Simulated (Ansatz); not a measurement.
Problem. Name a neutral molecule of C, F, Hf, O and H with size of the dipole moment (PBE/def2-TZVPP) between 2.75 and 3.05 D and LUMO energy (PBE0/def2-TZVPP) between -0.15 and 0.15 eV (Ansatz, PBE0-D4/def2-TZVP geometry).

Solution. `CC[O][Hf]([F])([O]CC)[O]CC` (3.02 D, 0.15 eV); `CC(C)[O][Hf]([OH])([OH])[F]` (3.04 D, -0.04 eV). Other molecules can fit too; these were computed, each in one conformer that needn't be the lowest.
